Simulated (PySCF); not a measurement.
# Correlation energy of W⁺ (tungsten, charge +1)

[Xe] 4f14 5d4 6s1, high-spin 6D determinant. All numbers are calculated (PySCF 2.14, scalar relativity through the core potential, in aug-cc-pVQZ-PP with ECP60MDF (7s7p6d4f3g2h, 135 functions)). Frozen: 5s2 5p6; 5 electrons correlated.

MP2 pair energies summed by pair of shells (mhartree):

```
 pair  energy  share (%)
5d-5d  -34.42       64.9
5d-6s  -18.58       35.1
```

Total MP2 correlation energy: -52.99 mhartree.

Same-spin part -52.99 and opposite-spin part 0.00 mhartree; SCS-MP2 scales them by 1/3 and 6/5 to -17.66 mhartree.
